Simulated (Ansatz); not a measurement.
`[AlH2][CH2][SiH2][GeH3]` + NH₃ → `N[SiH2][CH2][AlH2]` + GeH₄ at 500 K and 1 bar (cleavage of the Si–Ge bond).

Computed with Ansatz on PBE0-D4/def2-TZVP structures; ΔE is electronic, products minus reactants. CCSD(T)/CBS is the MP2 limit (def2-TZVPP, def2-QZVPP) plus CCSD(T) − MP2 in def2-TZVPP, frozen cores. This one scheme is used for every species. For Ge outer-core shells are correlated without core-valence functions, which leaves a few kJ/mol of doubt a bond. Scalar relativity is left out up to krypton. Each species was taken in one conformer, which may not be the lowest.

| species | CCSD(T)/CBS energy (Eh) | H − E (kJ/mol) | S (J/(mol·K)) |
| --- | --- | --- | --- |
| `[AlH2][CH2][SiH2][GeH3]` | -2650.66455 | 269.8 | 461.9 |
| NH₃ | -56.50880 | 108.2 | 211.8 |
| `N[SiH2][CH2][AlH2]` | -628.68667 | 270.6 | 443.1 |
| GeH₄ | -2078.49493 | 99.4 | 244.6 |

H − E and S are ideal-gas, rigid-rotor, harmonic terms from PBE0-D4/def2-TZVP, for one conformer and one mirror image of each species. 1 Eh = 2625.50 kJ/mol, R = 8.31446 J/(mol·K).

Problem. By hand: ΔE, ΔH, ΔS and ΔG.

Solution. ΔE = (-628.68667) + (-2078.49493) − (-2650.66455) − (-56.50880) = -0.00825 Eh = -21.7 kJ/mol. Δ(H − E) = 270.6 + 99.4 − 269.8 − 108.2 = -8.0, so ΔH = -29.7 kJ/mol. ΔS = 443.1 + 244.6 − 461.9 − 211.8 = 14.0 J/(mol·K). ΔG = -29.7 − 500 × (14.0)/1000 = -36.7 kJ/mol.

Problem. By hand: the equilibrium constant, and the temperature at which ΔG would vanish if ΔH and ΔS stayed fixed.

Solution. log₁₀ K = −ΔG/(RT ln 10) = 3.8. ΔH and −TΔS have one sign here, so there is no such temperature.

The number of gas molecules stays the same, so ΔS is small and ΔH decides. A doubt of 5 kJ/mol in ΔE shifts log₁₀ K by 0.5 here. Other conformers and mirror images would add mixing entropy, several J/(mol·K) or more a flexible species. Modes under 60 cm⁻¹, often nearly free rotors, make the harmonic entropy too high. These are equilibria of isolated gas molecules and say nothing of rates. Largest T1 diagnostic: 0.012 (customary marks: 0.02 for closed shells, 0.045 for open ones).
